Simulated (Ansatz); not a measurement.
Basis sets compared for (4-tert-butylphenyl)diphenylsulfonium bromide, `CC(C)(C)c1ccc([S+](c2ccccc2)c2ccccc2)cc1.[Br-]`. Total charge 0; singlet. Geometry PBE-D4/def2-SVP. Ansatz on 2 threads of AMD EPYC 7R13 on a shared host and a share (18 GiB) of an NVIDIA H100 80GB HBM3; times are rough, and most runs start from earlier orbitals.

```xyz
47

C     3.857    1.027    3.292
C     3.114   -0.186    2.704
C     2.569   -1.039    3.874
C     4.118   -1.022    1.875
C     1.946    0.232    1.796
C     1.138   -0.757    1.190
C     0.066   -0.425    0.356
C    -0.200    0.930    0.091
S    -1.607    1.431   -0.945
C    -2.724   -0.004   -0.492
C    -3.397    0.159    0.732
C    -4.333   -0.800    1.142
C    -4.614   -1.904    0.319
C    -3.954   -2.047   -0.910
C    -3.004   -1.097   -1.325
C    -1.219    0.942   -2.637
C    -0.087    0.186   -2.964
C     0.112   -0.178   -4.306
C    -0.814    0.200   -5.291
C    -1.945    0.957   -4.938
C    -2.153    1.339   -3.608
C     0.579    1.939    0.672
C     1.633    1.579    1.525
H     3.191    1.659    3.915
H     4.687    0.679    3.940
H     4.299    1.666    2.500
H     2.058   -1.957    3.517
H     3.400   -1.354    4.538
H     1.842   -0.462    4.482
H     4.520   -0.431    1.026
H     4.971   -1.338    2.510
H     3.649   -1.937    1.459
H     1.341   -1.823    1.375
H    -0.559   -1.220   -0.076
H    -3.181    1.034    1.366
H    -4.853   -0.678    2.104
H    -5.356   -2.652    0.637
H    -4.175   -2.910   -1.559
H    -2.488   -1.215   -2.288
H     0.644   -0.092   -2.193
H     1.006   -0.758   -4.580
H    -0.650   -0.088   -6.340
H    -2.666    1.268   -5.709
H    -3.016    1.960   -3.327
H     0.375    2.991    0.408
H     2.226    2.388    1.975
Br   -0.346    3.809   -1.834
```

Single mean-field runs in def2-SVP, def2-TZVP are fitted with def2-universal-jkfit.

Binding counts from free atoms (C triplet, S triplet, H doublet, Br doublet) in the same basis, without a counterpoise term.

```
           level  functions  energy (Eh)  HOMO (eV)  LUMO (eV)  binding per atom (eV)  wall time
 PBE-D4/def2-SVP        473   -3821.8508      -4.17      -2.14                   5.01      6.5 s
PBE0-D4/def2-SVP        473   -3822.0644      -5.23      -1.36                   4.91      7.5 s
```

Task: Estimate the rows for PBE-D4/def2-TZVP (with forces), PBE0-D4/def2-TZVP.

Result: 
```json
{"level": "PBE-D4/def2-TZVP (with forces)", "functions": "905", "energy (Eh)": "-3823.2019", "HOMO (eV)": "-4.55", "LUMO (eV)": "-2.29", "binding per atom (eV)": "4.94", "wall time": "14 s"}
{"level": "PBE0-D4/def2-TZVP", "functions": "905", "energy (Eh)": "-3823.4015", "HOMO (eV)": "-5.58", "LUMO (eV)": "-1.48", "binding per atom (eV)": "4.85", "wall time": "15 s"}
```
